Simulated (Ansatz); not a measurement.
Reaction (ligand exchange at the Si–Cl bond): `N[SiH](F)Cl` + NH₃ → `N[SiH](N)F` + HCl

Computed with Ansatz on PBE0-D4/def2-TZVP structures; ΔE is electronic, products minus reactants. CCSD(T)/CBS adds triple-zeta CCSD(T) − MP2 to the extrapolated MP2 energy (def2 sets, frozen cores). This one scheme is used for every species. Functionals use def2-TZVPP. One conformer a species, not always the lowest.

**Question.** Is it downhill or uphill in electronic energy at CCSD(T)/CBS, and by how much? (An estimate is asked.)

**Answer.** Computed: Uphill: ΔE = +33.9 kJ/mol.

**Question.** What do these levels give: LDA (SPW92), B97M-V, BHLYP-D4, PBE, revPBE, r2SCANh, RPA@PBE/def2-TZVPP, CCSD/def2-SVP, HF/def2-TZVPP, CCSD(T)/def2-TZVPP, MP2/def2-QZVPP, HF/CBS(def2)? (Estimate.)

**Answer.** The calculation gave: LDA (SPW92) 29.7, B97M-V 37.7, BHLYP-D4 33.3, PBE 38.4, revPBE 41.0, r2SCANh 36.5, RPA@PBE/def2-TZVPP 29.5, CCSD/def2-SVP 31.4, HF/def2-TZVPP 32.8, CCSD(T)/def2-TZVPP 31.2, MP2/def2-QZVPP 36.0, HF/CBS(def2) 32.4 kJ/mol.

Largest T1 diagnostic among the species: 0.010.

Leaving LDA and LC-ωPBE aside and taking each functional with its dispersion term where it has one, the values, not all of them listed here, spread over 8.0 kJ/mol, from CAM-B3LYP-D4 to PBE-D4. LDA lies −8.7 kJ/mol from PBE without D4.
